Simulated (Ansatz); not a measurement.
Ansatz (a quantum-chemistry and plane-wave program) job for CdH₄SSi, SMILES [SiH3][Cd][SH], PBE0-D3(BJ)/def2-SVP. 

Ansatz 0.2 input:
```yaml
crystal:
  periodic: [false, false, false]
  atoms:
    - {symbol: Cd, position_ang: [0.49200194, -0.02812657, 0.12047806]}
    - {symbol: S, position_ang: [-0.13470135, 1.42437399, -1.80021397]}
    - {symbol: H, position_ang: [1.00440889, 1.93832944, -2.22641559]}
    - {symbol: Si, position_ang: [-1.24605980, -1.32802396, 1.43971935]}
    - {symbol: H, position_ang: [-1.86493025, -2.36481019, 0.58076425]}
    - {symbol: H, position_ang: [-2.32977254, -0.39917550, 1.83954935]}
    - {symbol: H, position_ang: [-0.82574048, -2.02191671, 2.67050770]}
basis:
  gaussian:
    orbitals: def2-SVP
hamiltonian:
  xc: pbe0
  dispersion: d3bj
relax: {f_tol: 0.002, max_steps: 200}
```

It prints:

```
WARN ansatz: RAYON_NUM_THREADS=1 ignored (pool sized by the plan → 1); use --threads N
Functional definition: PBE0
integrals: 0.04 GiB planned
907 factors; integrals over basis functions are off by at most 3.5e-4 eV
mean field: 0.33 GiB planned
mean field evaluation 1: about -23326.7805 eV, gradient 2.6e1 eV
mean field evaluation 2: about -23322.7579 eV, gradient 4.4e1 eV
mean field evaluation 4: about -23329.0537 eV, gradient 2.4e0 eV
mean field evaluation 8: about -23329.1323 eV, gradient 1.2e-1 eV
mean field evaluation 16: about -23329.1324 eV, gradient 8.4e-5 eV
mean field -23329.13235587 eV, -857.3298010242 hartree, gradient 8.4e-5 eV, S^2 0.000000; 0 other end points of the search recorded, 0 dependent functions left out
the calculation of the forces begins
reference -23329.13238643 eV, -857.3298021474 hartree; 27, 27 occupied and 60, 60 virtual orbitals, 907 factors
relax step   1: F+E_penalty+E_count = -23329.27621676 eV  Δ(F+E_penalty+E_count) = +0.000e0 eV  max|allowed force component| = 9.265e-1 eV/Å  Δτ_max = 0.0000 Å  (26 SCF iters, accepted)
these checks for a lower state are left out or cut short: starts, cluster_reference, orbital_swaps, neighbouring_geometries, increment
integrals: 0.04 GiB planned
907 factors; integrals over basis functions are off by at most 3.1e-4 eV
mean field: 0.33 GiB planned
mean field -23329.34681879 eV, -857.3376823914 hartree, gradient 2.1e-5 eV, S^2 0.000000; 0 other end points of the search recorded, 0 dependent functions left out
the calculation of the forces begins
reference -23329.34684955 eV, -857.3376835217 hartree; 27, 27 occupied and 60, 60 virtual orbitals, 907 factors
relax step   2: F+E_penalty+E_count = -23329.49041924 eV  Δ(F+E_penalty+E_count) = -2.142e-1 eV  max|allowed force component| = 4.652e-1 eV/Å  Δτ_max = 0.1946 Å  (30 SCF iters, accepted)
these checks for a lower state are left out or cut short: starts, cluster_reference, orbital_swaps, neighbouring_geometries, increment
integrals: 0.04 GiB planned
907 factors; integrals over basis functions are off by at most 3.1e-4 eV
mean field: 0.33 GiB planned
mean field -23329.45859172 eV, -857.3417899709 hartree, gradient 9.4e-6 eV, S^2 0.000000; 0 other end points of the search recorded, 0 dependent functions left out
the calculation of the forces begins
reference -23329.45862221 eV, -857.3417910911 hartree; 27, 27 occupied and 60, 60 virtual orbitals, 907 factors
relax step   3: F+E_penalty+E_count = -23329.60108583 eV  Δ(F+E_penalty+E_count) = -1.107e-1 eV  max|allowed force component| = 6.972e-1 eV/Å  Δτ_max = 0.1975 Å  (31 SCF iters, accepted)
these checks for a lower state are left out or cut short: starts, cluster_reference, orbital_swaps, neighbouring_geometries, increment
integrals: 0.04 GiB planned
907 factors; integrals over basis functions are off by at most 3.4e-4 eV
mean field: 0.32 GiB planned
mean field evaluation 32: about -23329.4998 eV, gradient 1.2e-1 eV
mean field -23329.56317268 eV, -857.3456332502 hartree, gradient 2.6e-5 eV, S^2 0.000000; 0 other end points of the search recorded, 0 dependent functions left out
the calculation of the forces begins
reference -23329.56320332 eV, -857.3456343760 hartree; 27, 27 occupied and 60, 60 virtual orbitals, 907 factors
relax step   4: F+E_penalty+E_count = -23329.70382907 eV  Δ(F+E_penalty+E_count) = -1.027e-1 eV  max|allowed force component| = 6.399e-1 eV/Å  Δτ_max = 0.1950 Å  (29 SCF iters, accepted)
these checks for a lower state are left out or cut short: starts, cluster_reference, orbital_swaps, neighbouring_geometries, increment
integrals: 0.04 GiB planned
907 factors; integrals over basis functions are off by at most 3.3e-4 eV
mean field: 0.32 GiB planned
mean field -23329.67243309 eV, -857.3496484962 hartree, gradient 7.9e-6 eV, S^2 0.000000; 0 other end points of the search recorded, 0 dependent functions left out
the calculation of the forces begins
reference -23329.67246381 eV, -857.3496496251 hartree; 27, 27 occupied and 60, 60 virtual orbitals, 907 factors
relax step   5: F+E_penalty+E_count = -23329.81213251 eV  Δ(F+E_penalty+E_count) = -1.083e-1 eV  max|allowed force component| = 6.116e-1 eV/Å  Δτ_max = 0.1923 Å  (31 SCF iters, accepted)
these checks for a lower state are left out or cut short: starts, cluster_reference, orbital_swaps, neighbouring_geometries, increment
integrals: 0.04 GiB planned
907 factors; integrals over basis functions are off by at most 3.1e-4 eV
mean field: 0.32 GiB planned
mean field -23329.74791938 eV, -857.3524225662 hartree, gradient 7.3e-6 eV, S^2 0.000000; 0 other end points of the search recorded, 0 dependent functions left out
the calculation of the forces begins
reference -23329.74795018 eV, -857.3524236980 hartree; 27, 27 occupied and 60, 60 virtual orbitals, 907 factors
relax step   6: F+E_penalty+E_count = -23329.88615952 eV  Δ(F+E_penalty+E_count) = -7.403e-2 eV  max|allowed force component| = 3.119e-1 eV/Å  Δτ_max = 0.1999 Å  (30 SCF iters, accepted)
these checks for a lower state are left out or cut short: starts, cluster_reference, orbital_swaps, neighbouring_geometries, increment
integrals: 0.04 GiB planned
907 factors; integrals over basis functions are off by at most 3.0e-4 eV
mean field: 0.32 GiB planned
mean field -23329.78938767 eV, -857.3539464975 hartree, gradient 2.3e-5 eV, S^2 0.000000; 0 other end points of the search recorded, 0 dependent functions left out
the calculation of the forces begins
reference -23329.78941836 eV, -857.3539476255 hartree; 27, 27 occupied and 60, 60 virtual orbitals, 907 factors
relax step   7: F+E_penalty+E_count = -23329.92821912 eV  Δ(F+E_penalty+E_count) = -4.206e-2 eV  max|allowed force component| = 1.289e-1 eV/Å  Δτ_max = 0.1999 Å  (29 SCF iters, accepted)
these checks for a lower state are left out or cut short: starts, cluster_reference, orbital_swaps, neighbouring_geometries, increment
integrals: 0.04 GiB planned
907 factors; integrals over basis functions are off by at most 2.8e-4 eV
mean field: 0.32 GiB planned
mean field evaluation 64: about -23329.8109 eV, gradient 2.7e-5 eV
mean field -23329.81085176 eV, -857.3547352884 hartree, gradient 2.6e-5 eV, S^2 0.000000; 0 other end points of the search recorded, 0 dependent functions left out
the calculation of the forces begins
reference -23329.81088250 eV, -857.3547364182 hartree; 27, 27 occupied and 60, 60 virtual orbitals, 907 factors
relax step   8: F+E_penalty+E_count = -23329.95006990 eV  Δ(F+E_penalty+E_count) = -2.185e-2 eV  max|allowed force component| = 7.556e-2 eV/Å  Δτ_max = 0.1828 Å  (29 SCF iters, accepted)
these checks for a lower state are left out or cut short: starts, cluster_reference, orbital_swaps, neighbouring_geometries, increment
integrals: 0.04 GiB planned
907 factors; integrals over basis functions are off by at most 2.8e-4 eV
mean field: 0.32 GiB planned
mean field -23329.81240167 eV, -857.3547922465 hartree, gradient 2.0e-5 eV, S^2 0.000000; 0 other end points of the search recorded, 0 dependent functions left out
the calculation of the forces begins
reference -23329.81243236 eV, -857.3547933745 hartree; 27, 27 occupied and 60, 60 virtual orbitals, 907 factors
relax step   9: F+E_penalty+E_count = -23329.95180718 eV  Δ(F+E_penalty+E_count) = -1.737e-3 eV  max|allowed force component| = 2.136e-2 eV/Å  Δτ_max = 0.0354 Å  (30 SCF iters, accepted)
these checks for a lower state are left out or cut short: starts, cluster_reference, orbital_swaps, neighbouring_geometries, increment
integrals: 0.04 GiB planned
907 factors; integrals over basis functions are off by at most 2.8e-4 eV
mean field: 0.33 GiB planned
mean field -23329.81173045 eV, -857.3547675797 hartree, gradient 2.0e-5 eV, S^2 0.000000; 0 other end points of the search recorded, 0 dependent functions left out
the calculation of the forces begins
reference -23329.81176113 eV, -857.3547687071 hartree; 27, 27 occupied and 60, 60 virtual orbitals, 907 factors
relax step  10: F+E_penalty+E_count = -23329.95111102 eV  Δ(F+E_penalty+E_count) = +6.962e-4 eV  max|allowed force component| = 5.144e-2 eV/Å  Δτ_max = 0.0344 Å  (30 SCF iters, rejected (line search))
these checks for a lower state are left out or cut short: starts, cluster_reference, orbital_swaps, neighbouring_geometries, increment
integrals: 0.04 GiB planned
907 factors; integrals over basis functions are off by at most 2.8e-4 eV
mean field: 0.32 GiB planned
mean field -23329.81257910 eV, -857.3547987669 hartree, gradient 1.1e-5 eV, S^2 0.000000; 0 other end points of the search recorded, 0 dependent functions left out
the calculation of the forces begins
reference -23329.81260978 eV, -857.3547998945 hartree; 27, 27 occupied and 60, 60 virtual orbitals, 907 factors
relax step  11: F+E_penalty+E_count = -23329.95197426 eV  Δ(F+E_penalty+E_count) = -1.671e-4 eV  max|allowed force component| = 3.401e-3 eV/Å  Δτ_max = 0.0145 Å  (24 SCF iters, accepted)
these checks for a lower state are left out or cut short: starts, cluster_reference, orbital_swaps, neighbouring_geometries, increment
integrals: 0.04 GiB planned
907 factors; integrals over basis functions are off by at most 2.8e-4 eV
mean field: 0.33 GiB planned
mean field -23329.81258225 eV, -857.3547988826 hartree, gradient 5.4e-5 eV, S^2 0.000000; 0 other end points of the search recorded, 0 dependent functions left out
the calculation of the forces begins
reference -23329.81261293 eV, -857.3548000101 hartree; 27, 27 occupied and 60, 60 virtual orbitals, 907 factors
relax step  12: F+E_penalty+E_count = -23329.95197953 eV  Δ(F+E_penalty+E_count) = -5.272e-6 eV  max|allowed force component| = 7.020e-4 eV/Å  Δτ_max = 0.0026 Å  (20 SCF iters, accepted)
integrals: 0.04 GiB planned
907 factors; integrals over basis functions are off by at most 2.8e-4 eV
mean field: 0.33 GiB planned
mean field evaluation 96: about -23329.7481 eV, gradient 2.1e-1 eV
mean field -23329.81258225 eV, -857.3547988826 hartree, gradient 5.4e-5 eV, S^2 0.000000; 1 other end points of the search recorded, 0 dependent functions left out
the calculation of the forces begins
reference -23329.81261293 eV, -857.3548000101 hartree; 27, 27 occupied and 60, 60 virtual orbitals, 907 factors
Total energy: -23329.95201021 eV, -857.3599227659 hartree
Atom 0 at    -0.570614     0.227640    -0.379616 Å, force    -0.000583    -0.000493     0.000702 eV/Å
Atom 1 at     0.178563     1.700444    -2.077556 Å, force     0.000464     0.000354    -0.000540 eV/Å
Atom 2 at     1.476261     1.585676    -1.714503 Å, force    -0.000035    -0.000034     0.000100 eV/Å
Atom 3 at    -1.370987    -1.322791     1.408413 Å, force    -0.000055     0.000125    -0.000139 eV/Å
Atom 4 at    -1.895341    -2.598835     0.827639 Å, force    -0.000028     0.000055     0.000062 eV/Å
Atom 5 at    -2.467319    -0.700525     2.215593 Å, force     0.000042    -0.000169     0.000003 eV/Å
Atom 6 at    -0.255356    -1.670958     2.344419 Å, force     0.000195     0.000161    -0.000188 eV/Å
Dipole moment:     0.072839    -0.191290     0.248836 e Å
```

The run converged.
